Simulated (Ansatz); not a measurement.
Compare A (`C=CB(S)[SiH2]F`) with its isomer B (`BC(=C)S[SiH2]F`).

Computed with Ansatz on PBE0-D4/def2-TZVP structures; ΔE is electronic, products minus reactants. CCSD(T)/CBS adds triple-zeta CCSD(T) − MP2 to the extrapolated MP2 energy (def2 sets, frozen cores). DFT in def2-TZVPP. B3LYP here is the variant with VWN-RPA as its local correlation; programs differ in this. Each species was taken in one conformer, which may not be the lowest.

A:

```xyz
12

C    -1.323    1.541    0.776
C    -0.750    0.335    0.766
B     0.524   -0.016   -0.034
S     1.892    1.096   -0.249
Si    0.673   -1.799   -0.970
F    -0.295   -2.855   -0.232
H    -0.888    2.385    0.247
H    -2.265    1.728    1.280
H    -1.277   -0.474    1.271
H     1.447    2.133    0.490
H     0.219   -1.696   -2.385
H     2.043   -2.378   -0.960
```

B:

```xyz
12

B    -1.0004    1.0448   -0.0219
C    -0.2423    0.0386   -0.9055
C    -0.2944    0.1934   -2.2387
S     0.5894   -1.4027   -0.2773
Si    0.9996   -0.8906    1.7328
F    -0.2345   -1.1215    2.7204
H    -1.4556    2.0158   -0.5493
H    -1.1620    0.8749    1.1488
H    -0.8131    1.0492   -2.6556
H     0.1503   -0.5102   -2.9370
H     2.0708   -1.8238    2.1445
H     1.3921    0.5320    1.8388
```

**Question.** Which is lower in electronic energy at CCSD(T)/CBS, and by how much? (Estimate.)

**Answer.** Computed: A, by 45.5 kJ/mol.

**Question.** Give E(B) − E(A) in kJ/mol with MP2/def2-TZVPP, ωB97M-V, B3LYP, CCSD(T)/def2-TZVPP, PBE-D4, B3LYP-D4, CCSD/def2-TZVPP. (Estimate.)

**Answer.** Ansatz gave: MP2/def2-TZVPP 41.1, ωB97M-V 42.6, B3LYP 50.0, CCSD(T)/def2-TZVPP 49.4, PBE-D4 54.5, B3LYP-D4 47.0, CCSD/def2-TZVPP 49.8. None reverses the order clearly.

Largest T1 diagnostic: 0.014.

From PBE to PBE0 (25 % exact exchange), in def2-TZVPP and without D4, E(B) − E(A) moves by −3.3 kJ/mol.
